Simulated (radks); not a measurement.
The numbers below are computed, except where a source is named.
Charge is removed step by step from the 4s1/2 level of Sr, starting from [Kr] 5s2. Code: a radial shooting solver on a logarithmic mesh with Libxc functionals. Model: Dirac Kohn-Sham, PBEsol, spin-unpolarised, spherical densities, finite nucleus; Fermi nuclear charge, rms radius 4.224 fm.

removed (e),E - E(0) (eV),eigenvalue (eV),E minus straight line (eV)
0,0.000,-40.857,0.000
0.125,5.199,-42.328,-0.675
0.25,10.583,-43.830,-1.164
0.375,16.157,-45.362,-1.463
0.5,21.925,-46.920,-1.569
0.625,27.889,-48.504,-1.479
0.75,34.052,-50.112,-1.189
0.875,40.417,-51.742,-0.697
1,46.988,-53.393,0.000

Removing the whole electron costs 46.988 eV by Delta-SCF, against 40.857 eV from minus the eigenvalue at the starting occupation. Slater's transition state (half an electron removed) gives 46.920 eV. Integrating minus the eigenvalue over the occupation (Janak's theorem) gives 46.988 eV. The mean slope of the eigenvalue, de/dn, is 12.5 eV per electron.
